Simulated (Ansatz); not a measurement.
One change: `[NH2][Sn][F]` becomes `[F][Sn][SH]`.

Ansatz, PBE0-D4/def2-TZVP geometries, multiplicity 1. Each molecule was computed in one conformer, which needn't be the lowest.

Elements past krypton have def2 core potentials.

```
                                          property  `[NH2][Sn][F]`
                 HOMO energy (PBE/def2-TZVPP) / eV           -6.26
size of the dipole moment (ωB97M-V/def2-TZVPP) / D            2.92
    zero-point energy (PBE0-D4/def2-TZVP) / kJ/mol            69.4
                HOMO energy (PBE0/def2-TZVPP) / eV           -7.59
             LUMO energy (ωB97M-V/def2-TZVPP) / eV           -0.14
           HOMO–LUMO gap (ωB97M-V/def2-TZVPP) / eV            9.71
```

**Question.** What does the change do to each property? (An estimate is asked.)

**Answer.** The calculation gave: 
```json
{"property": "HOMO energy (PBE/def2-TZVPP) / eV", "`[F][Sn][SH]`": "-6.48", "shift": "-0.22"}
{"property": "size of the dipole moment (ωB97M-V/def2-TZVPP) / D", "`[F][Sn][SH]`": "2.37", "shift": "-0.55"}
{"property": "zero-point energy (PBE0-D4/def2-TZVP) / kJ/mol", "`[F][Sn][SH]`": "28.1", "shift": "-41.3"}
{"property": "HOMO energy (PBE0/def2-TZVPP) / eV", "`[F][Sn][SH]`": "-7.55", "shift": "0.04"}
{"property": "LUMO energy (ωB97M-V/def2-TZVPP) / eV", "`[F][Sn][SH]`": "-0.87", "shift": "-0.73"}
{"property": "HOMO–LUMO gap (ωB97M-V/def2-TZVPP) / eV", "`[F][Sn][SH]`": "8.68", "shift": "-1.03"}
```

The zero-point energy changes by -41.3 kJ/mol with -3 modes. Dipoles are sizes alone; their direction can turn.
